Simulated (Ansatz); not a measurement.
Ideal-gas functions of `C=NB[SeH]` at 800 K and 1 bar, from an Ansatz frequency run at PBE0-D4/def2-TZVP.

Molar mass 119.82 g/mol, point group Cs (symmetry number 1), electronic degeneracy 1, moments of inertia 20.425, 265.43, 282.344 u Å². Harmonic wavenumbers (cm⁻¹, unscaled): 101, 140, 272, 390, 496, 633, 762, 815, 976, 1076, 1187, 1189, 1534, 1960, 2462, 2650, 3027, 3099.

Use S(trans) = R[1.5 ln M + 2.5 ln T − 1.1517]; rotational temperatures θ = 24.2544 K / I; S(rot) = R[ln(√π/σ · √(T³/θAθBθC)) + 1.5]; for each mode x = 1.438777 ν̃/T, S = R[x/(eˣ − 1) − ln(1 − e⁻ˣ)] and H = RT x/(eˣ − 1); 1 cm⁻¹ = 0.0119627 kJ/mol; R = 8.31446 J/(mol·K).

Q: By hand: the entropy, in J/(mol·K).

A: Translation 189.1. Rotation: θ = 1.1875, 0.0914, 0.0859 K, giving 120.0. Vibration, mode by mode: 22.51, 19.80, 14.34, 11.43, 9.53, 7.67, 6.32, 5.84, 4.63, 4.01, 3.43, 3.42, 2.10, 1.14, 0.54, 0.41, 0.23, 0.21, in all 117.6. Electronic 0.0. Sum 426.7 J/(mol·K).

Q: By hand: H − E and G − E in kJ/mol, counted from the electronic energy.

A: Zero-point energy ½ × 22769 × 0.0119627 = 136.2; thermal vibration 46.7; translation, rotation and pV give 4 RT = 26.6. H − E = 209.5 kJ/mol, and G − E = 209.5 − 800 × 426.7/1000 = -131.9 kJ/mol.

Vibration gives 28 % of the entropy, 42.3 J/(mol·K) of it from the modes under 150 cm⁻¹: soft modes count most, and the harmonic formula is weakest for them. The sum counts one conformer and one mirror image; others add a mixing term.
